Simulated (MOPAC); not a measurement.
MOPAC input (PM6):

```
PM6 1SCF CHARGE=1 GEO-OK AUX(PRECISION=9) THREADS=1
BI2

I    -0.00000000 1   -0.00000000 1   -1.97439756 1
B     0.00000000 1    0.00000000 1    0.00000000 1
I     0.00000000 1    0.00000000 1    1.97439756 1
```

Output:

```
 *******************************************************************************
 **                                                                           **
 **                              MOPAC v23.2.5                                **
 **                                                                           **
 *******************************************************************************
 ** MOPAC's Digital Object Identifier: https://doi.org/10.5281/zenodo.6511958 **
 **                                                                           **
 ** Please cite the open-source release paper for use of this MOPAC version:  **
 ** J. E. Moussa and J. J. P. Stewart (2026)                                  **
 ** MOPAC: An open-source semiempirical molecular orbital program             **
 ** J. Open Source Softw., 11(119), 8025, https://doi.org/10.21105/joss.08025 **
 *******************************************************************************

                              PM6 CALCULATION RESULTS

 *******************************************************************************
 *  PM6        - The PM6 Hamiltonian to be used
 *  GEO-OK     - OVERRIDE INTERATOMIC DISTANCE AND OTHER SAFETY CHECKS
 *
 *
 *
 *                 CHARGE ON SYSTEM = +1
 *
 *
 *
 *  1SCF       - DO 1 SCF AND THEN STOP
 *  AUX        - OUTPUT AUXILIARY INFORMATION
 *******************************************************************************
PM6 1SCF CHARGE=1 GEO-OK AUX(PRECISION=9) THREADS=1
 BI2

   ATOM   CHEMICAL          X               Y               Z
  NUMBER   SYMBOL      (ANGSTROMS)     (ANGSTROMS)     (ANGSTROMS)

     1       I         -0.00000000  *  -0.00000000  *  -1.97439756  *
     2       B          0.00000000  *   0.00000000  *   0.00000000  *
     3       I          0.00000000  *   0.00000000  *   1.97439756  *

          CARTESIAN COORDINATES

    NO.       ATOM           X           Y           Z

     1         I         -0.0000     -0.0000     -1.9744
     2         B          0.0000      0.0000      0.0000
     3         I          0.0000      0.0000      1.9744

 General Reference for PM6:
 "Optimization of Parameters for Semiempirical Methods V: Modification of NDDO Approximations
 and Application to 70 Elements", J. J. P. Stewart, J. Mol. Mod., 13, 1173-1213 (2007)
 URL: https://link.springer.com/article/10.1007/s00894-007-0233-4

           Empirical Formula: I2 B  =     3 atoms

      MOLECULAR POINT GROUP   :   D*h

      RHF CALCULATION, NO. OF DOUBLY OCCUPIED LEVELS = 8

 -------------------------------------------------------------------------------
 PM6 1SCF CHARGE=1 GEO-OK AUX(PRECISION=9) THREADS=1
 BI2

     1SCF WAS SPECIFIED, SO BFGS WAS NOT USED
     SCF FIELD WAS ACHIEVED

                              PM6 CALCULATION
                                                       MOPAC v23.2.5 Linux

          FINAL HEAT OF FORMATION =        233.48056 KCAL/MOL =     976.88265 KJ/MOL

          COSMO AREA              =        121.66 SQUARE ANGSTROMS
          COSMO VOLUME            =        109.56 CUBIC ANGSTROMS

          IONIZATION POTENTIAL    =         15.381466 EV
          HOMO LUMO ENERGIES (EV) =        -15.381 -8.376
          NO. OF FILLED LEVELS    =          8
          MOLECULAR WEIGHT        =        264.6190         POINT GROUP:  D*h

          MOLECULAR DIMENSIONS (Angstroms)

            Atom       Atom       Distance
            I     3    I     1     3.94880
            I     3    I     1     0.00000
            I     1    B     2     0.00000

          SCF CALCULATIONS        =          1

   ATOM   CHEMICAL          X               Y               Z
  NUMBER   SYMBOL      (ANGSTROMS)     (ANGSTROMS)     (ANGSTROMS)

     1       I         -0.00000000  *  -0.00000000  *  -1.97439756  *
     2       B          0.00000000  *   0.00000000  *   0.00000000  *
     3       I          0.00000000  *   0.00000000  *   1.97439756  *

                             CARTESIAN COORDINATES

   1    I       -0.000000000    -0.000000000    -1.974397560
   2    B        0.000000000     0.000000000     0.000000000
   3    I        0.000000000     0.000000000     1.974397560

           Empirical Formula: I2 B  =     3 atoms

      MOLECULAR POINT GROUP   :   D*h

                  EIGENVALUES
 -26.89935 -26.71978 -20.99314 -16.95867 -16.86041 -16.86041 -15.38147 -15.38147
  -8.37574  -6.86146  -6.86146  -5.82519  98.99951  99.61288  99.61288 100.60191
 100.60191 100.71563 100.71563 100.85610 100.85692 100.85692

              NET ATOMIC CHARGES AND DIPOLE CONTRIBUTIONS

  ATOM NO.   TYPE          CHARGE      No. of ELECS.   s-Pop       p-Pop       d-Pop
    1          I           0.258049        6.7420     1.93026     4.80762     0.00407
    2          B           0.483903        2.5161     1.10750     1.40860
    3          I           0.258049        6.7420     1.93026     4.80762     0.00407
 DIPOLE           X         Y         Z       TOTAL
 POINT-CHG.     0.000     0.000     0.000     0.000
 HYBRID         0.000     0.000    -0.000     0.000
 SUM            0.000     0.000     0.000     0.000

          ATOMIC ORBITAL ELECTRON POPULATIONS

     Atom    s        px        py        pz      x^2-y^2     xz        z^2       yz        xy
    1  I   1.93026   1.82681   1.82681   1.15400   0.00000   0.00086   0.00235   0.00086   0.00000
    2  B   1.10750   0.34466   0.34466   0.71928
    3  I   1.93026   1.82681   1.82681   1.15400   0.00000   0.00086   0.00235   0.00086   0.00000

 **********************
 *                    *
 * JOB ENDED NORMALLY *
 *                    *
 **********************

 == MOPAC DONE ==
```

The dipole moment of an ion depends on the origin.
